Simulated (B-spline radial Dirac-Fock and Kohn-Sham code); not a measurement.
# What relativity does to the binding energies of Er⁴⁺

System: the Er⁴⁺ ion, 1s2 2s2 2p6 3s2 3p6 3d10 4s2 4p6 4d10 4f10 5s2 5p6.

Both columns are ΔSCF binding energies of the configuration average from a radial finite-basis atomic code: non-relativistic Hartree-Fock with a point nucleus, and Dirac-Fock with a finite nucleus and the Coulomb interaction alone, averaged over the two j levels with weights 2j+1.

```
shell  Hartree-Fock (eV)  Dirac-Fock (eV)  shift (eV)  shift (%)
   1s            53909.5          57805.6    +3896.06      +7.23
   2s             8834.5           9850.3    +1015.71     +11.50
   2p             8415.0           8744.7     +329.69      +3.92
   3s             2048.4           2292.6     +244.20     +11.92
   3p             1858.1           1946.8      +88.70      +4.77
   3d             1507.0           1491.8      -15.22      -1.01
   4s              462.0            520.3      +58.29     +12.62
   4p              384.0            403.6      +19.57      +5.10
   4d              243.4            239.3       -4.02      -1.65
   4f              70.16            63.66       -6.51      -9.27
   5s              101.2            110.5       +9.31      +9.20
   5p              75.95            78.05       +2.10      +2.76
```

Relativity binds 1s, 2s, 2p, 3s, 3p, 4s, 4p, 5s, 5p more strongly, among those listed most of all 4s in relative terms, and 3d, 4d, 4f more weakly, because the contracted s and p shells screen the nucleus better.

Values without a named source are computed, but for edge energies of neutral atoms, which are taken from tables.
